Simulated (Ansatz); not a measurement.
Reaction (cleavage of the Si–Ga bond): `[F][Ga]([SiH3])[Cl]` + `C=CNC` → `C=CN(C)[SiH3]` + `[F][GaH][Cl]`

Isolated molecules relaxed with PBE0-D4/def2-TZVP in Ansatz; ΔE leaves out vibrations. CCSD(T)/CBS is the MP2 limit (def2-TZVPP, def2-QZVPP) plus CCSD(T) − MP2 in def2-TZVPP, frozen cores. Functionals use def2-TZVPP. For Ga outer-core shells are correlated without core-valence functions, which leaves a few kJ/mol of doubt a bond. Scalar relativity is left out up to krypton. Each species was taken in one conformer, which may not be the lowest.

```tsv
level	ΔE (kJ/mol)
LDA (SPW92)	-16.3
PBE0	-8.5
SCS-MP2/def2-TZVPP	-36.0
HF/def2-QZVPP	-30.4
```

Question: What does CCSD(T)/CBS give? (An estimate is asked.)

Answer: Computed: -25.6 kJ/mol. The listed levels differ from it by 9.3, 17.1, -10.4, -4.8 kJ/mol.

Largest T1 diagnostic among the species: 0.013.

At CCSD(T), def2-SVP lies +4.7 kJ/mol from the extrapolated value and def2-TZVPP −2.3 kJ/mol. Leaving LDA and LC-ωPBE aside and taking each functional with its dispersion term where it has one, the values, not all of them listed here, spread over 20.1 kJ/mol, from ωB97M-V to PBE-D4. LDA lies −15.2 kJ/mol from PBE without D4. From PBE to PBE0 (25 % exact exchange), in def2-TZVPP and without D4, ΔE moves by −7.4 kJ/mol.
